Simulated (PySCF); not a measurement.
**Indirect couplings**

Cartesian coordinates in Å; atom numbers follow the order of the lines, from 1:
```xyz
8

Ge   -0.5868   -0.4568    1.0535
H    -1.2441   -1.8447    1.1200
H    -0.7094    0.3492    2.3567
O     1.0973   -0.5036    0.3960
Ge    0.6200    0.4372   -1.0730
H     0.7390   -0.3735   -2.3734
H     1.2858    1.8210   -1.1479
O    -1.0635    0.4855   -0.4154
```

Indirect spin–spin couplings were computed at PBE/pcJ-1 (pcSseg-1 on Ge) (PySCF) on a PBE0-D3(BJ)/def2-SVP structure, for the isolated molecule, without vibrational or relativistic corrections. Couplings are averaged over pairs made equivalent by symmetry, fast rotation or ring inversion, so a value needn't be that of the named pair in this geometry, while other rotamers aren't included; one pair stands for each set, and the list holds those of at least 0.8 Hz over up to four bonds.

Isotopes: ¹H, ¹⁷O. Couplings to quadrupolar nuclei such as 17O and 33S are rarely resolved in practice.

```json
{"pair": "H2, H3", "bonds": "2", "J (Hz)": "?"}
{"pair": "H2, O4", "bonds": "2", "J (Hz)": "-4.1"}
{"pair": "O4, O8", "bonds": "2", "J (Hz)": "?"}
```

**Question.** Estimate the withheld couplings, with signs.

**Answer.** 
- ²J(H2,H3) = 62.2 Hz
- ²J(O4,O8) = -4.6 Hz (angle at Ge1 88°)

Relativistic effects of the heavier atoms present are left out.
